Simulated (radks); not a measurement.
All-electron atom: Re3+ in [Xe] 4f14 5d3 5f1 (not the ground configuration). Method: Dirac Kohn-Sham, PBE, spin-unpolarised, spherical densities, finite nucleus; open shells are shared between the two j in proportion to 2j + 1; Fermi nuclear charge, rms radius 5.3698 fm; computed with a radial shooting solver on a logarithmic mesh with Libxc functionals. Some entries of the table are withheld. Estimate them.

orbital,occ.,eigenvalue (hartree),r(max) (bohr)
1s1/2,2,-2630.133,0.01124
2s1/2,2,(1),0.06473
2p1/2,2,-437.2948,(2)
2p3/2,4,-384.3896,(3)
3s1/2,2,-106.8081,0.1822
3p1/2,2,-98.05683,0.1705
3p3/2,4,-86.56729,0.1847
3d3/2,4,(4),0.1445
3d5/2,6,(5),0.1485
4s1/2,2,-23.36427,0.4131
4p1/2,2,-19.70890,0.4125
4p3/2,4,-17.02888,0.4423
4d3/2,4,-11.02010,0.4382
4d5/2,6,-10.52484,0.4475
5s1/2,2,-4.46406,0.9370
5p1/2,2,-3.34655,(6)
4f5/2,6,-2.96073,0.4144
5p3/2,4,-2.92904,(7)
4f7/2,8,-2.86817,0.4192
5d3/2,1.2,(8),(9)
5d5/2,1.8,(10),(11)
6s1/2,0,-1.20169,2.239
6p1/2,0,-0.93540,2.561
6p3/2,0,-0.87027,2.752
5f5/2,0.428571,-0.44677,3.370
5f7/2,0.571429,-0.44571,3.389

Answer. 
(1) 2s1/2 eigenvalue (hartree): -456.8512
(2) 2p1/2 r(max) (bohr): 0.04802
(3) 2p3/2 r(max) (bohr): 0.05496
(4) 3d3/2 eigenvalue (hartree): -71.83672
(5) 3d5/2 eigenvalue (hartree): -69.34247
(6) 5p1/2 r(max) (bohr): 0.9997
(7) 5p3/2 r(max) (bohr): 1.080
(8) 5d3/2 eigenvalue (hartree): -1.43257
(9) 5d3/2 r(max) (bohr): 1.329
(10) 5d5/2 eigenvalue (hartree): -1.38785
(11) 5d5/2 r(max) (bohr): 1.363
